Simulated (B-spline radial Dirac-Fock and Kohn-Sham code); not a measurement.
These are calculated numbers from a radial B-spline solver; the model is Dirac-Fock densities.

**Question.** This computed X-ray form factor belongs to an atom or ion in its tabulated ground configuration. Which?

```
sin θ/λ (Å⁻¹)      f₀
         0.15  17.655
         0.25  17.069
         0.35  16.248
          0.5  14.715
          0.6  13.592
            1   9.492
            3   3.389
            4   2.048
            6   1.185
```

**Answer.** Rb¹⁹⁺, with 18 electrons in [Ne] 3s2 3p6. f₀ tends to the number of electrons as s goes to zero, which the first rows give only roughly, and the rate of fall reflects the nuclear charge, 37.
